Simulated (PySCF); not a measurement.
BrCs, charge +1, doublet, geometry from GFN2-xTB (such geometries of metal compounds can be far from the true shape) (a state made from the parent by changing its charge; the spin is typed, not shown lowest) (core potentials on Cs), with bond 2-1 at 2.4 times its length; CASSCF(9,9)/def2-SVP (PySCF).

Here is a job for PySCF.
```python
from pyscf import gto, scf, mcscf
import numpy

mol = gto.Mole()
mol.atom = '''
    Cs   -0.000000   -0.000000   -1.375505
    Br    0.000000    0.000000    7.113326
'''
mol.basis = 'def2-svp'
mol.ecp = {'Cs': 'def2-svp'}
mol.charge = 1
mol.spin = 1
mol.verbose = 4
mol.build()

mf = scf.ROHF(mol)
mf.kernel()
mc = mcscf.CASSCF(mf, 9, 9)
mc.fix_spin_(ss=0.75)
mc.kernel()
occ = numpy.linalg.eigvalsh(mc.fcisolver.make_rdm1(mc.ci, mc.ncas, mc.nelecas))[::-1]
ss = mc.fcisolver.spin_square(mc.ci, mc.ncas, mc.nelecas)[0]
print('natural occupations', occ.round(4), ' <S^2>', round(ss, 4))
```

What the program printed (banner, timings and long lists left out):

```
PySCF version 2.14.0

[INPUT] verbose = 4
[INPUT] num. atoms = 2
[INPUT] num. electrons = 43
[INPUT] charge = 1
[INPUT] spin (= nelec alpha-beta = 2S) = 1
[INPUT] symmetry False subgroup None
[INPUT] Mole.unit = angstrom
[INPUT] Symbol           X                Y                Z      unit          X                Y                Z       unit  Magmom
[...]
nuclear repulsion = 19.636487219477
number of shells = 22
number of NR pGTOs = 109
number of NR cGTOs = 56
basis = def2-svp
ecp = {'Cs': 'def2-svp'}

******** <class 'pyscf.scf.rohf.ROHF'> ********
method = ROHF
initial guess = minao
damping factor = 0
level_shift factor = 0
DIIS = <class 'pyscf.scf.diis.CDIIS'>
diis_start_cycle = 1
diis_space = 8
diis_damp = 0
SCF conv_tol = 1e-09
SCF conv_tol_grad = None
SCF max_cycles = 50
direct_scf = True
direct_scf_tol = 1e-13
num. doubly occ = 21  num. singly occ = 1
Set gradient conv threshold to 3.16228e-05
init E= -2587.25967336125
[...]
cycle= 1 E= -2591.80040199313  delta_E= -4.54  |g|= 0.284  |ddm|= 1.47
[...]
cycle= 2 E= -2591.80582714246  delta_E= -0.00543  |g|= 0.0215  |ddm|= 0.16
[...]
cycle= 3 E= -2591.80588912827  delta_E= -6.2e-05  |g|= 0.009  |ddm|= 0.0287
[...]
cycle= 4 E= -2591.80589550424  delta_E= -6.38e-06  |g|= 0.000725  |ddm|= 0.00377
[...]
cycle= 5 E= -2591.80589573651  delta_E= -2.32e-07  |g|= 0.000107  |ddm|= 0.00204
[...]
cycle= 6 E= -2591.80589574003  delta_E= -3.52e-09  |g|= 2.3e-05  |ddm|= 0.000238
[...]
cycle= 7 E= -2591.80589574077  delta_E= -7.48e-10  |g|= 9.65e-06  |ddm|= 8.91e-05
[...]
Extra cycle  E= -2591.80589574087  delta_E= -9.5e-11  |g|= 6.15e-06  |ddm|= 4.54e-05
converged SCF energy = -2591.80589574087

******** <class 'pyscf.mcscf.mc1step.CASSCF'> ********
CAS (5e+4e, 9o), ncore = 17, nvir = 30
max_cycle_macro = 50
max_cycle_micro = 4
conv_tol = 1e-07
conv_tol_grad = None
orbital rotation max_stepsize = 0.02
orbital rotation threshold for CI restart = 0.01
augmented hessian ah_max_cycle = 30
augmented hessian ah_conv_tol = 1e-12
augmented hessian ah_linear dependence = 1e-14
augmented hessian ah_level shift = 1e-08
augmented hessian ah_start_tol = 2.5
augmented hessian ah_start_cycle = 3
augmented hessian ah_grad_trust_region = 3
kf_trust_region = 3
kf_interval = 4
ci_response_space = 4
ci_grad_trust_region = 3
with_dep4 0
natorb = False
canonicalization = True
sorting_mo_energy = False
ao2mo_level = 2
internal_rotation = False
******** <class 'pyscf.fci.addons.SpinPenaltyFCISolver'> ********
max. cycles = 50
conv_tol = 1e-08
davidson only = True
linear dependence = 1e-12
level shift = 0.001
max iter space = 12
nroots = 1
pspace_size = 400
spin = None
CASCI E = -2591.80592917124  S^2 = 0.7500000
Set conv_tol_grad to 0.000316228
macro iter   1 ( 21 JK    4 micro), CASSCF E = -2591.80624512286  dE = -3.15951624e-04  S^2 = 0.7500000
               |grad[o]|=0.000111  |grad[c]|=0.00461  |ddm|=0.00157  |maxRot[o]|= 0.31
macro iter   2 ( 21 JK    4 micro), CASSCF E = -2591.80739658236  dE = -1.15145950e-03  S^2 = 0.7500000
               |grad[o]|=0.000716  |grad[c]|=0.0073  |ddm|=0.00738  |maxRot[o]|=0.285
macro iter   3 ( 21 JK    4 micro), CASSCF E = -2591.80897456794  dE = -1.57798558e-03  S^2 = 0.7500000
               |grad[o]|=0.00187  |grad[c]|=0.0067  |ddm|=0.0118  |maxRot[o]|=0.313
macro iter   4 ( 21 JK    4 micro), CASSCF E = -2591.81079253917  dE = -1.81797123e-03  S^2 = 0.7500000
               |grad[o]|=0.00254  |grad[c]|=0.00623  |ddm|=0.00374  |maxRot[o]|=0.313
macro iter   5 ( 21 JK    4 micro), CASSCF E = -2591.81325281590  dE = -2.46027673e-03  S^2 = 0.7500000
               |grad[o]|=0.00285  |grad[c]|=0.00914  |ddm|=0.00331  |maxRot[o]|=0.286
macro iter   6 ( 21 JK    4 micro), CASSCF E = -2591.81451028988  dE = -1.25747399e-03  S^2 = 0.7500000
               |grad[o]|=0.00368  |grad[c]|=0.0047  |ddm|=0.00317  |maxRot[o]|=0.245
macro iter   7 ( 11 JK    3 micro), CASSCF E = -2591.81459117433  dE = -8.08844452e-05  S^2 = 0.7500000
[...]
               |grad[o]|=0.00199  |grad[c]|=0.0135  |ddm|=0.00279  |maxRot[o]|=0.155
macro iter  33 ( 12 JK    3 micro), CASSCF E = -2591.81770771064  dE = -6.13840846e-04  S^2 = 0.7500000
               |grad[o]|=0.00249  |grad[c]|=0.0143  |ddm|=0.00201  |maxRot[o]|=0.149
macro iter  34 ( 12 JK    3 micro), CASSCF E = -2591.81840630862  dE = -6.98597978e-04  S^2 = 0.7500000
               |grad[o]|=0.00268  |grad[c]|=0.0149  |ddm|=0.00178  |maxRot[o]|=0.149
macro iter  35 ( 21 JK    4 micro), CASSCF E = -2591.81975700932  dE = -1.35070070e-03  S^2 = 0.7500000
               |grad[o]|=0.0028  |grad[c]|=0.0321  |ddm|=0.00684  |maxRot[o]|=0.268
macro iter  36 ( 12 JK    3 micro), CASSCF E = -2591.82041085793  dE = -6.53848619e-04  S^2 = 0.7500000
               |grad[o]|=0.00565  |grad[c]|=0.00876  |ddm|=0.00682  |maxRot[o]|=0.139
macro iter  37 ( 12 JK    3 micro), CASSCF E = -2591.82076000360  dE = -3.49145667e-04  S^2 = 0.7500000
               |grad[o]|=0.00424  |grad[c]|=0.00312  |ddm|=0.00574  |maxRot[o]|=0.0944
macro iter  38 ( 21 JK    4 micro), CASSCF E = -2591.82089142953  dE = -1.31425931e-04  S^2 = 0.7500000
               |grad[o]|=0.00274  |grad[c]|=0.0121  |ddm|=0.004  |maxRot[o]|=0.314
macro iter  39 ( 21 JK    4 micro), CASSCF E = -2591.82094418708  dE = -5.27575444e-05  S^2 = 0.7500000
               |grad[o]|=0.00432  |grad[c]|=0.0414  |ddm|=0.00199  |maxRot[o]|=0.225
macro iter  40 ( 17 JK    4 micro), CASSCF E = -2591.82094271846  dE =  1.46861385e-06  S^2 = 0.7500000
               |grad[o]|=0.00561  |grad[c]|=0.00515  |ddm|=0.000119  |maxRot[o]|=0.126
macro iter  41 ( 21 JK    4 micro), CASSCF E = -2591.82095596701  dE = -1.32485447e-05  S^2 = 0.7500000
               |grad[o]|=0.00449  |grad[c]|=0.000132  |ddm|=6.86e-05  |maxRot[o]|=0.0292
macro iter  42 ( 17 JK    4 micro), CASSCF E = -2591.82095305607  dE =  2.91093966e-06  S^2 = 0.7500000
               |grad[o]|=0.0039  |grad[c]|=0.00259  |ddm|=6.75e-05  |maxRot[o]|=0.0657
macro iter  43 ( 25 JK    4 micro), CASSCF E = -2591.82096077490  dE = -7.71883560e-06  S^2 = 0.7500000
               |grad[o]|=0.00329  |grad[c]|=9.51e-05  |ddm|=4.55e-05  |maxRot[o]|=0.021
macro iter  44 ( 21 JK    4 micro), CASSCF E = -2591.82095279660  dE =  7.97830353e-06  S^2 = 0.7500000
               |grad[o]|=0.00297  |grad[c]|=0.00169  |ddm|=3.64e-05  |maxRot[o]|=0.0751
macro iter  45 ( 25 JK    4 micro), CASSCF E = -2591.82095631307  dE = -3.51647350e-06  S^2 = 0.7500000
               |grad[o]|=0.00275  |grad[c]|=0.000295  |ddm|=2.49e-05  |maxRot[o]|=0.0181
macro iter  46 ( 21 JK    4 micro), CASSCF E = -2591.82095310423  dE =  3.20884101e-06  S^2 = 0.7500000
               |grad[o]|=0.00257  |grad[c]|=0.000774  |ddm|=3.05e-05  |maxRot[o]|=0.0473
macro iter  47 ( 25 JK    4 micro), CASSCF E = -2591.82095525101  dE = -2.14677993e-06  S^2 = 0.7500000
               |grad[o]|=0.00233  |grad[c]|=0.000295  |ddm|=1.69e-05  |maxRot[o]|=0.0134
macro iter  48 ( 21 JK    4 micro), CASSCF E = -2591.82095296150  dE =  2.28951149e-06  S^2 = 0.7500000
               |grad[o]|=0.0022  |grad[c]|=0.000497  |ddm|=2.72e-05  |maxRot[o]|=0.0356
macro iter  49 ( 25 JK    4 micro), CASSCF E = -2591.82095449317  dE = -1.53166911e-06  S^2 = 0.7500000
               |grad[o]|=0.00202  |grad[c]|=0.000243  |ddm|=1.38e-05  |maxRot[o]|=0.0111
macro iter  50 ( 21 JK    4 micro), CASSCF E = -2591.82095274772  dE =  1.74544584e-06  S^2 = 0.7500000
               |grad[o]|=0.00193  |grad[c]|=0.000417  |ddm|=2.22e-05  |maxRot[o]|=0.0324
1-step CASSCF not converged,  50 macro (704 JK 151 micro) steps
CASSCF canonicalization
Density matrix diagonal elements [1.99177781 1.9942635  1.99459072 1.99995197 1.         0.0042452
 0.00492904 0.00499705 0.00524471]
CASSCF energy = -2591.82095274772
CASCI E = -2591.82095274772  E(CI) = -23.2503274484029  S^2 = 0.7500000
natural occupations [2.     1.9945 1.9943 1.9918 1.     0.0053 0.005  0.0049 0.0042]  <S^2> 0.75
```

The run did not converge; its last values are not results.
